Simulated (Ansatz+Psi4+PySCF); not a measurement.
# doublet NiH: levels of theory in one basis

```
atom   x (Å)   y (Å)   z (Å)
  Ni  0.0000  0.0000  0.0000
   H  0.0000  0.0000  1.4750
```

Basis set: cc-pVTZ (spherical functions). Correlated methods keep 9 orbitals frozen. Correlation on ROHF uses semicanonical orbitals with singles. Charge 0, multiplicity 2.

Computed with Ansatz (development build ahead of 0.2.0); each method stands on the lowest determinant of its kind that the runs found.

```json
{"method": "ROHF", "E − E(ROHF) (eV)": "0.00", "<S²> of the determinant": "0.75"}
{"method": "UHF", "E − E(ROHF) (eV)": "-1.06", "<S²> of the determinant": "1.72"}
{"method": "ROHF-MP2", "E − E(ROHF) (eV)": "-12.33", "<S²> of the determinant": "–"}
{"method": "UHF-MP2", "E − E(ROHF) (eV)": "-10.38", "<S²> of the determinant": "1.72"}
```

(1) Is a single determinant a sound starting point here?

Results:

(1) It is doubtful. Unrestricted orbitals lower Hartree–Fock by 1.06 eV and <S²> is 1.72 where a pure state has 0.75, a sign of strong static correlation.

Caution: another spin multiplicity may lie lower; the determinant may break the point group. Caution for ROHF, ROHF-MP2: an unrestricted determinant lies well below. Caution for UHF, UHF-MP2: the unrestricted determinant is a mixture of spin states.
